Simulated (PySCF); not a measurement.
Job file and geometry (Å, from GFN2-xTB) of an NMR shielding run on `InChI=1S/C7H12NOP/c1-3-6-10(9,4-2)7-5-8/h4H,2-3,6-7H2,1H3/t10-/m0/s1`, GIAO PBE0/pcSseg-1 NMR shielding, non-relativistic, gas phase in PySCF; density fitting, a coarse starting grid and PySCF grid level 2 are the driver's defaults:

```
$ OMP_NUM_THREADS=1 python probes_run.py task.json out

{"job": {"kind": "nmr", "xc": "PBE0", "basis": "pcSseg-1"}, "charge": 0, "multiplicity": 1}
C     -2.769854     2.064693     0.074570
C     -2.175497     0.952257    -0.320536
P     -0.650543     0.436135     0.514094
O     -0.221088     1.297384     1.619589
C     -1.040154    -1.287056     1.110172
C     -1.346168    -2.159048     0.022743
N     -1.581449    -2.832731    -0.871451
C      0.591432     0.215972    -0.823902
C      1.924416    -0.225853    -0.230830
C      3.029861    -0.228790    -1.278576
H     -3.678095     2.437585    -0.370957
H     -2.339539     2.640991     0.879253
H     -2.552105     0.329712    -1.118966
H     -1.888729    -1.206398     1.796035
H     -0.169119    -1.644734     1.666652
H      0.227140    -0.498116    -1.563851
H      0.698686     1.193845    -1.303714
H      2.186010     0.453416     0.584464
H      1.824709    -1.230581     0.188117
H      2.786311    -0.913459    -2.088417
H      3.971398    -0.542318    -0.834997
H      3.161966     0.766478    -1.696639
```

Question: What does the program print?

Answer: 
```
coarse grid: 18816 points
cycle   1  E = -744.3328753984  dE =  1.456e+00  |g| = 1.024e+00  |ddm| = 4.299e+00
cycle   2  E = -743.5587303958  dE =  7.741e-01  |g| = 2.191e+00  |ddm| = 3.826e+00
cycle   3  E = -744.5354500531  dE = -9.767e-01  |g| = 2.401e-01  |ddm| = 3.063e+00
cycle   4  E = -744.5480494731  dE = -1.260e-02  |g| = 9.299e-02  |ddm| = 2.864e-01
cycle   5  E = -744.5498488327  dE = -1.799e-03  |g| = 3.755e-02  |ddm| = 8.847e-02
cycle   6  E = -744.5501621310  dE = -3.133e-04  |g| = 8.970e-03  |ddm| = 3.253e-02
cycle   7  E = -744.5501751388  dE = -1.301e-05  |g| = 4.520e-03  |ddm| = 9.652e-03
cycle   8  E = -744.5501793770  dE = -4.238e-06  |g| = 1.245e-03  |ddm| = 4.092e-03
final grid: 177048 points
cycle   9  E = -744.6213803223  dE = -4.206e-05  |g| = 1.247e-02  |ddm| = 3.833e-02
cycle  10  E = -744.6213407457  dE =  3.958e-05  |g| = 1.877e-02  |ddm| = 2.808e-02
cycle  11  E = -744.6214143050  dE = -7.356e-05  |g| = 3.493e-03  |ddm| = 1.966e-02
cycle  12  E = -744.6214166211  dE = -2.316e-06  |g| = 4.870e-04  |ddm| = 3.226e-03
cycle  13  E = -744.6214166564  dE = -3.529e-08  |g| = 3.069e-04  |ddm| = 5.801e-04
cycle  14  E = -744.6214166758  dE = -1.940e-08  |g| = 8.171e-05  |ddm| = 2.355e-04
cycle  15  E = -744.6214166771  dE = -1.314e-09  |g| = 2.726e-05  |ddm| = 8.292e-05
cycle  16  E = -744.6214166773  dE = -1.714e-10  |g| = 7.441e-06  |ddm| = 2.605e-05
converged SCF energy = -744.6214166773

GIAO shielding tensors (ppm)
atom      isotropic    diamagn.    paramagn.     s11        s22        s33       span
  0 C       42.544     253.172    -210.628    -85.072     32.803    179.900    264.972
  1 C       46.841     267.490    -220.649    -70.262     53.991    156.795    227.057
  2 P      311.016     968.151    -657.135    226.001    237.708    469.340    243.340
  3 O      251.545     397.053    -145.509    130.088    286.723    337.822    207.734
  4 C      167.498     259.393     -91.895    147.822    166.048    188.624     40.802
  5 C       66.516     263.388    -196.872    -47.540    -43.832    290.920    338.460
  6 N      -37.196     341.221    -378.417   -206.710   -197.699    292.822    499.533
  7 C      151.764     262.716    -110.952    135.294    145.383    174.615     39.321
  8 C      168.611     250.537     -81.925    162.080    170.883    172.871     10.791
  9 C      168.941     245.009     -76.067    156.589    162.274    187.960     31.371
 10 H       24.983      27.652      -2.669     21.703     24.779     28.466      6.764
 11 H       24.812      31.218      -6.406     20.320     23.624     30.493     10.173
 12 H       24.874      34.208      -9.334     21.775     24.142     28.706      6.931
 13 H       29.181      29.512      -0.330     25.268     27.757     34.519      9.251
 14 H       28.859      32.190      -3.332     25.981     27.441     33.154      7.173
 15 H       29.525      37.690      -8.165     25.961     29.294     33.321      7.360
 16 H       30.267      36.129      -5.862     25.808     30.485     34.509      8.701
 17 H       29.624      33.221      -3.597     23.570     30.761     34.541     10.971
 18 H       30.390      34.278      -3.888     24.568     31.362     35.240     10.672
 19 H       30.593      29.381       1.213     26.123     29.063     36.594     10.470
 20 H       30.217      27.318       2.899     25.320     27.297     38.034     12.714
 21 H       30.729      29.100       1.629     26.347     28.858     36.982     10.634
```

Question: Turn these shieldings into chemical shifts. Referencing at the same level of theory: ¹³C (σref 186.93), ¹H (σref 31.72) against TMS; ³¹P (σref 318.38) vs H3PO4; H2O for ¹⁷O (σref 336.08); ¹⁵N (σref 267.73) against NH3.

Answer: Averaging equivalent atoms: C 0: 144.4; C 1: 140.1; C 5: 120.4; C 7: 35.2; C 4: 19.4; C 8: 18.3; C 9: 18.0; P 2: 7.4; O 3: 84.5; N 6: 304.9; H 11: 6.90; H 12: 6.84; H 10: 6.73; H 14: 2.86; H 13: 2.54; H 15: 2.19; H 17: 2.09; H 16: 1.45; H 18: 1.33; H 19/20/21: 1.20 ppm. Experimental scales use liquid or dissolved standards, which lie at an offset from isolated NH3 (liquid NH3: subtract about 20 ppm) and H2O (liquid H2O: subtract about 36 ppm) and H3PO4. Unscaled 15N shifts of sp2 nitrogen come out 20 to 40 ppm too high even then.

Size and cost of the density-fitted run: 237 basis functions, 56 s wall time on 1 thread of an Arm Neoverse V2, shared host; peak memory 1.1 GiB.
